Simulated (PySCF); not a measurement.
## Peak assignment

Atoms are numbered as in `[CH2:1]=[CH:2][C:3]1=[CH:4][C@@H:5]2[CH2:6][C@H:7]1[c:8]1[cH:9][cH:10][cH:11][cH:12][c:13]12` (H(Xn): hydrogen on atom n). Ha(C1) is cis to C3; Ha(C6) is cis to C8 on the ring; Hb(C1) is trans to C3; Hb(C6) is trans to C8 on the ring.

Gas phase, non-relativistic Hamiltonian, a single conformation. Geometry: PBE0-D3(BJ)/def2-SVP; B3LYP/pcJ-1 coupling constants (without the spin–dipole term); PBE/pcSseg-1 with gauge-including orbitals; PySCF 2.14.

Chemical shifts δ = σref − σ; 13C, 1H against TMS, all at this level.

Task: Assign these signals to the numbered atoms. 13C{1H} NMR (computed): δ 163.4, 154.5, 154.5, 148.6, 138.3, 127.8, 127.7, 124.9, 124.2, 117.0, 73.1, 57.4, 54.4.

Result: 
163.4 → C3, fully substituted alkene carbon: the olefinic region
154.5 → C13, substituted aromatic carbon
154.5 → C8, substituted aromatic carbon
148.6 → C4, alkene CH: the olefinic region
138.3 → C2, alkene CH
127.8 → C11, aromatic CH: the aromatic region
127.7 → C10, aromatic CH
124.9 → C9, aromatic CH
124.2 → C12, aromatic CH
117.0 → C1, terminal =CH2 carbon: as expected for a trigonal carbon in a double bond
73.1 → C6, sp3 CH2 in a ring
57.4 → C5, sp3 CH on an aromatic ring
54.4 → C7, sp3 CH on an aromatic ring: a saturated carbon with 3 carbon neighbours and no heteroatom attached

C13 and C8; C11 and C10; C9 and C12 lie closer than the usual error of such a calculation, so a measured spectrum could show them in the other order.

Task: Assign these signals to the numbered atoms. 1H NMR (400 MHz, computed): δ 7.31 (m, 1H), 7.19 (m, 1H), 6.99 (m, 1H), 6.96 (m, 1H), 6.58 (dd, J = 18.6, 11.9 Hz, 1H), 6.58 (dt, J = 3.7, 1.2 Hz, 1H), 5.54 (dt, J = 18.6, 1.2 Hz, 1H), 5.24 (dt, J = 11.9, 1.3 Hz, 1H), 3.80 (q, J = 1.8 Hz, 1H), 3.61 (dq, J = 3.7, 1.7 Hz, 1H), 2.26 (m, 1H), 2.23 (m, 1H).

Result: 
```tsv
δ (ppm)	atoms	environment	reason
7.31	H(C9)	hydrogen on an aromatic CH	the ring current deshields protons in the ring plane
7.19	H(C12)	hydrogen on an aromatic CH	–
6.99	H(C11)	hydrogen on an aromatic CH	–
6.96	H(C10)	hydrogen on an aromatic CH	–
6.58	H(C2)	hydrogen on an alkene CH	olefinic region
6.58	H(C4)	hydrogen on an alkene CH	–
5.54	Ha(C1)	hydrogen on a terminal =CH2 carbon	attached to an sp2 carbon and in the plane of the double bond
5.24	Hb(C1)	hydrogen on a terminal =CH2 carbon	–
3.80	H(C7)	hydrogen on an sp3 CH on an aromatic ring	–
3.61	H(C5)	hydrogen on an sp3 CH on an aromatic ring	–
2.26	Hb(C6)	hydrogen on an sp3 CH2 in a ring	–
2.23	Ha(C6)	hydrogen on an sp3 CH2 in a ring	–
```

H(C11) and H(C10); H(C2) and H(C4); Hb(C6) and Ha(C6) lie closer than the usual error of such a calculation, so a measured spectrum could show them in the other order.

Splittings below 1 Hz are ignored in the labels, and close J values are merged. Unscaled 3J(H,H) at this level run about 10 % above measured values. Shifts are as computed. Against solution values, carbons near 30 ppm lie about +2 ppm off and those near 130 ppm about +2 ppm (rms about the fit 1.8 ppm; single classes can miss by 10 ppm). Of 1328 compounds with measured shifts, 309 miss one by over three times the rms of a fit or turn the order of signals round; such compounds aren't used in these exercises. Signals without a measured value on file couldn't be tested in this way.
